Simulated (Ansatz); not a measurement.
Isolated molecules relaxed with PBE0-D4/def2-TZVP in Ansatz; ΔE leaves out vibrations. CCSD(T)/CBS adds triple-zeta CCSD(T) − MP2 to the extrapolated MP2 energy (def2 sets, frozen cores). This one scheme is used for every species. DFT in def2-TZVPP. HSE06 is defined as in plane-wave codes. For Br outer-core shells are correlated without core-valence functions, which leaves a few kJ/mol of doubt a bond. Scalar relativity is left out up to krypton.

Reaction (ligand exchange at the Al–Cl bond): aluminium trichloride + HBr → `[Cl][Al]([Cl])[Br]` + HCl

| level | ΔE (eV) |
| --- | --- |
| r2SCANh-D4 | 0.01 |
| PBE-QIDH | -0.01 |
| revPBE | 0.01 |
| HSE06 | 0.00 |
| LC-ωPBE | 0.01 |
| MP2/def2-TZVPP | -0.01 |
| MP2/def2-QZVPP | -0.02 |
| CCSD/CBS(def2) | -0.01 |

Question: What does CCSD(T)/CBS give? (An estimate is asked.)

Answer: Ansatz gave: -0.01 eV. The listed levels differ from it by 0.02, 0.00, 0.02, 0.01, 0.02, 0.00, -0.01, 0.00 eV.

Largest T1 diagnostic among the species: 0.008.

Leaving LDA and LC-ωPBE aside and taking each functional with its dispersion term where it has one, the values, not all of them listed here, spread over 0.07 eV, from PBE-QIDH to B97M-V. At CCSD(T), def2-SVP lies +0.06 eV from the extrapolated value and def2-TZVPP +0.01 eV.
